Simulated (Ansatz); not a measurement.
Ru(OH)3 (H₃O₃Ru), SMILES [OH][Ru]([OH])[OH] (connectivity only; charge and spin as stated), neutral, multiplicity 4. Atoms are numbered in the order given.

```xyz
7

Ru    -0.2114    -0.0083    -0.0582
O     -1.1001    -1.6611     0.1101
H     -1.1055    -2.1988     0.9101
O      0.4091     1.5065    -0.9913
H      0.9931     2.1753    -0.6162
O      0.9217    -0.0252     1.4424
H      1.7593    -0.4820     1.2876
```
Charge 0, spin multiplicity 4.

The structure is a stationary point at PBE0-D3(BJ)/def2-SVP. The multiplicity is an assumed one; other spin states were not compared. The def2 effective core potentials stand for the cores of Ru; spin–orbit coupling is left out. The values are those of a single conformer.

Two levels are set side by side: PBE-D3(BJ)/def2-SVP (Ansatz, a program for electronic structure) and PBE0-D3(BJ)/def2-SVP (Ansatz). Each level has its own optimised geometry; the coordinates shown are those of the second. Differences are taken from unrounded values.

| quantity | PBE0-D3(BJ) | PBE-D3(BJ) | PBE-D3(BJ) minus PBE0-D3(BJ) |
|---|---|---|---|
| mean bond length (Å) | 1.424 | 1.438 | 0.014 |
| bond Ru1–O2 (Å) | 1.884 | 1.901 | 0.016 |
| bond Ru1–O4 (Å) | 1.884 | 1.901 | 0.016 |
| bond Ru1–O6 (Å) | 1.880 | 1.892 | 0.011 |
| bond O2–H3 (Å) | 0.964 | 0.977 | 0.013 |
| bond O4–H5 (Å) | 0.964 | 0.977 | 0.013 |
| bond O6–H7 (Å) | 0.967 | 0.979 | 0.013 |

GGA bonds tend to be longer and softer than those of functionals with exact exchange. Differences between two approximate levels are no errors against the true value.
